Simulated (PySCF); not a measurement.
## Simulated characterisation data

- geometry from GFN2-xTB
- NMR shieldings at PBE0/pcSseg-1/GIAO
- program: PySCF 2.14.0 with density-fitted response routines
- single conformer, isolated molecule, non-relativistic, equivalent nuclei averaged

Shifts are taken against calculated references (same method and geometry level): $^{1}$H (σ = 31.72 ppm), $^{13}$C (σ = 186.93 ppm) against TMS. Splittings of carbon signals by F and P are missing where no couplings were computed. Where no couplings were computed, multiplicities follow the n + 1 count of equivalent neighbours, and m marks all less simple cases (inequivalent or close neighbours, rings, F or P nearby). Shifts are as computed. Against solution values, carbons near 30 ppm lie about +3 ppm off and those near 130 ppm about +5 ppm. Of 1211 compounds with measured shifts, 218 miss one by over three times the rms of a fit or turn the order of signals round; such compounds aren't used in these exercises. OH and NH positions are gas-phase values without hydrogen bonding to other molecules.

**1.** `FC(=C=PC[SiH3])C(F)(F)F`, C$_{4}$H$_{5}$F$_{4}$PSi. $^{1}$H NMR (600 MHz, computed): δ 4.04 (m, 3H), 1.57 (m, 2H). $^{13}$C{$^{1}$H} NMR (computed): δ 250.5 (C), 155.7 (C), 130.3 (C), 11.8 (CH2).

**2.** `C=C/C=N/NCC`, C$_{5}$H$_{10}$N$_{2}$. $^{1}$H NMR (600 MHz, computed): δ 7.17 (d, 1H), 6.71 (m, 1H), 5.34 (m, 1H), 5.29 (m, 1H), 4.79 (br s, 1H), 3.44 (q, 2H), 1.05 (t, 3H). $^{13}$C{$^{1}$H} NMR (computed): δ 145.0, 136.3, 118.8, 49.5, 18.8.

**3.** SMILES CCc1cn(CC)cp1, C$_{7}$H$_{12}$NP. $^{1}$H NMR (600 MHz, computed): δ 7.80 (m, 1H), 7.21 (m, 1H), 4.04 (q, 2H), 2.81 (m, 2H), 1.41 (t, 3H), 1.26 (t, 3H). $^{13}$C{$^{1}$H} NMR (computed): δ 162.2, 157.7, 130.3, 50.5, 28.3, 25.8, 21.6.
